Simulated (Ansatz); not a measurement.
Steps of a relaxation of `C=CC=[Se]` with RKS PBE0-D4/def2-TZVP.

```sh
$ ansatz run in.yaml --threads 2 --pin off --events-out ev --progress --plain --max-ram 4352MiB
```

```yaml
crystal:
  periodic: [false, false, false]
  atoms:
    - {symbol: C, position_ang: [-0.059128, 1.259473, 0.094675]}
    - {symbol: C, position_ang: [0.407761, 0.015149, 0.368860]}
    - {symbol: C, position_ang: [-0.062988, -1.220852, -0.238574]}
    - {symbol: Se, position_ang: [-1.345869, -1.422794, -1.466620]}
    - {symbol: H, position_ang: [-0.866188, 1.399049, -0.644375]}
    - {symbol: H, position_ang: [0.352386, 2.147149, 0.597946]}
    - {symbol: H, position_ang: [1.215826, -0.099306, 1.113567]}
    - {symbol: H, position_ang: [0.450300, -2.134868, 0.118622]}
basis:
  gaussian: {orbitals: def2-TZVP}
hamiltonian: {xc: pbe0, dispersion: d4}
relax: {f_tol: 0.005, max_steps: 150}
```

Positions (Å) and forces (eV/Å) along the path, 5 of 5 steps:

```xyz
8
step=1 energy=-68513.9070 eV
C    -0.059    1.259    0.095    0.117   -0.567    0.037
C     0.408    0.015    0.369   -0.042    0.609    0.040
C    -0.063   -1.221   -0.239   -0.101   -0.148   -0.112
Se   -1.346   -1.423   -1.467    0.524    0.087    0.502
H    -0.866    1.399   -0.644    0.451   -0.065    0.411
H     0.352    2.147    0.598   -0.218   -0.499   -0.268
H     1.216   -0.099    1.114   -0.428    0.076   -0.396
H     0.450   -2.135    0.119   -0.303    0.507   -0.215
8
step=2 energy=-68513.9504 eV
C    -0.059    1.244    0.094    0.022   -0.121   -0.001
C     0.408    0.018    0.369    0.035    0.175    0.055
C    -0.062   -1.210   -0.236   -0.063   -0.086   -0.076
Se   -1.335   -1.403   -1.453    0.159    0.007    0.151
H    -0.854    1.379   -0.639    0.117   -0.002    0.117
H     0.344    2.123    0.590   -0.060   -0.120   -0.075
H     1.208   -0.091    1.105   -0.124    0.010   -0.108
H     0.441   -2.115    0.113   -0.086    0.136   -0.061
8
step=3 energy=-68513.9533 eV
C    -0.057    1.241    0.093   -0.015   -0.022    0.009
C     0.408    0.019    0.368    0.007    0.017    0.009
C    -0.062   -1.207   -0.237   -0.025   -0.010   -0.002
Se   -1.329   -1.406   -1.450    0.006    0.003    0.000
H    -0.853    1.377   -0.631    0.005    0.013   -0.016
H     0.346    2.117    0.586   -0.002    0.010    0.002
H     1.202   -0.091    1.103    0.014   -0.007   -0.007
H     0.437   -2.109    0.112    0.010   -0.006    0.003
8
step=4 energy=-68513.9533 eV
C    -0.058    1.240    0.093    0.005    0.017    0.007
C     0.408    0.019    0.369   -0.012   -0.006   -0.012
C    -0.063   -1.207   -0.237    0.020    0.001    0.018
Se   -1.328   -1.405   -1.450   -0.008   -0.004   -0.008
H    -0.852    1.380   -0.633    0.005   -0.008    0.003
H     0.344    2.117    0.587   -0.002   -0.004   -0.002
H     1.204   -0.092    1.101    0.000    0.002    0.000
H     0.438   -2.109    0.114   -0.007    0.002   -0.006
8
step=5 energy=-68513.9534 eV
C    -0.058    1.241    0.094    0.000   -0.001    0.000
C     0.408    0.019    0.369    0.000   -0.001    0.001
C    -0.063   -1.207   -0.236   -0.001    0.001   -0.001
Se   -1.328   -1.406   -1.450    0.000   -0.001    0.000
H    -0.852    1.379   -0.633    0.000    0.000    0.000
H     0.344    2.117    0.587    0.000    0.001    0.000
H     1.204   -0.091    1.101    0.000    0.000    0.000
H     0.437   -2.109    0.113    0.000    0.000    0.000
```

Run time 13 s (2 threads of an Intel Xeon 6975P-C on a shared host); peak host memory 0.4 GiB.
